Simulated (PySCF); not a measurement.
Harmonic spectrum computed at PBE0 in the def2-TZVP basis family (core potentials from Rb on, PySCF, no spin–orbit coupling):

```csv
symmetry,ω (cm⁻¹),IR (km/mol)
a1,158,1.4
b2,531,160
a1,537,11.3
```

Problem. Which molecule gave it? In each, all ligands are bound to the one heavy central atom.
A. CS₂ (singlet)
B. TiS₂ (singlet)
C. IS₂ (doublet)
D. ZrS₂ (singlet)

Solution. D. It has C2v symmetry with Zr–S 2.207 Å (×2).
